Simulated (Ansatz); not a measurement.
Li4O2: single points at one geometry.

```yaml
crystal:
  periodic: [false, false, false]
  atoms:
    - {symbol: Li, position_ang: [2.657079, -0.014472, -1.558093]}
    - {symbol: Li, position_ang: [0.352450, -0.748644, 0.604704]}
    - {symbol: Li, position_ang: [-0.351914, 0.756591, -0.603867]}
    - {symbol: Li, position_ang: [-2.657628, 0.000787, 1.557235]}
    - {symbol: O, position_ang: [1.256908, -0.001091, -0.737433]}
    - {symbol: O, position_ang: [-1.256894, 0.006829, 0.737454]}
basis:
  gaussian: {orbitals: def2-TZVP, initial_orbitals: start.molden}
hamiltonian: {xc: {name: B3LYP}, dispersion: d4}
scf: {omitted_lower_state_checks: [starts]}
output: {orbitals: {seedname: orbitals}}
```

The file start.molden holds the orbitals of an earlier run on this structure, at another level or in another basis.

```sh
$ ansatz run in.yaml --threads 4 --pin off --events-out ev --progress --plain --max-ram 3916MiB
```

Shortened log:

```
Functional definition: B3LYP
818 factors; their error is unknown
mean field evaluation 1: about -4919.8708 eV, gradient 6.0e0 eV
mean field evaluation 2: about -4919.9036 eV, gradient 3.9e-2 eV
mean field evaluation 4: about -4919.9150 eV, gradient 4.1e-5 eV
mean field -4919.91504163 eV, -180.8035429418 hartree, gradient 4.8e-5 eV, S^2 0.000000; 0 other end points of the search recorded, 0 dependent functions left out
reference -4919.91532018 eV, -180.8035531783 hartree; 14, 14 occupied and 104, 104 virtual orbitals, 818 factors
Total energy: -4920.01789991 eV, -180.8073229139 hartree
Checks for a lower state left out: starts
```

Hardware: 4 threads of Arm Neoverse V1 on a shared host. Wall time 0.81 s.

First input, but with `hamiltonian: {xc: {name: BLYP}, dispersion: d4}` (abridged; 0.85 s):

```
Functional definition: BLYP
mean field -4918.66573939 eV, -180.7576319313 hartree, gradient 2.5e-5 eV, S^2 0.000000
Total energy: -4918.80320014 eV, -180.7626835207 hartree
Checks for a lower state left out: starts
```

The first input with `gaussian: {orbitals: def2-TZVPD, initial_orbitals: start.molden}`, `hamiltonian: {xc: pbe0, dispersion: d4}` (abridged; 1.1 s):

```
Functional definition: PBE0
mean field -4912.21592252 eV, -180.5206055331 hartree, gradient 1.1e-5 eV, S^2 0.000000
Total energy: -4912.26936573 eV, -180.5225695349 hartree
Checks for a lower state left out: starts
```

As the first input, with `hamiltonian: {xc: pbe, dispersion: d4}`, `output: {forces: true, orbitals: {seedname: orbitals}}` (abridged; 0.85 s):

```
Functional definition: PBE
mean field -4912.19055106 eV, -180.5196731490 hartree, gradient 2.5e-5 eV, S^2 0.000000
Total energy: -4912.25353894 eV, -180.5219879109 hartree
Atom 0 force     0.061052     0.001151    -0.036671 eV/Å
Atom 1 force     0.028631    -0.062351     0.049726 eV/Å
Atom 2 force    -0.028119     0.059481    -0.048273 eV/Å
Atom 3 force    -0.061674     0.001593     0.035629 eV/Å
Atom 4 force     0.056122     0.000062    -0.032805 eV/Å
Atom 5 force    -0.056011     0.000063     0.032395 eV/Å
Dipole moment:    -0.000313    -0.010787    -0.000549 e Å
Checks for a lower state left out: starts
```

As the first input, with `gaussian: {orbitals: STO-3G}`, `hamiltonian: {xc: hf}` (abridged; 0.15 s):

```
Functional definition: HF
a density is far from that of the atoms, so the factors are made again for it
mean field evaluation 16: about -4823.8617 eV, gradient 9.5e-3 eV
mean field -4824.28882899 eV, -177.2893444451 hartree, gradient 3.3e-5 eV, S^2 0.000000
Total energy: -4824.28882899 eV, -177.2893444451 hartree
Checks for a lower state left out: starts
```

The first input with `hamiltonian: {xc: pbe0, dispersion: d4}` and without the key `scf` (abridged; 1.2 s):

```
Functional definition: PBE0
mean field evaluation 16: about -4912.1200 eV, gradient 3.3e0 eV
mean field -4912.15806823 eV, -180.5184794272 hartree, gradient 1.9e-5 eV, S^2 0.000000; 1 other end points of the search recorded, 0 dependent functions left out
Total energy: -4912.21151305 eV, -180.5204434879 hartree
```

As the first input, with `hamiltonian: {xc: {name: CAM-B3LYP}, dispersion: d4}` (abridged; 0.95 s):

```
Functional definition: CAM-B3LYP
mean field -4916.61152032 eV, -180.6821407727 hartree, gradient 5.5e-5 eV, S^2 0.000000
Total energy: -4916.66654481 eV, -180.6841628854 hartree
Checks for a lower state left out: starts
```

Geometry: r2SCAN-D4/def2-TZVP.

B3LYP takes the VWN-RPA correlation. The structure comes from a short search, and lower isomers may exist.
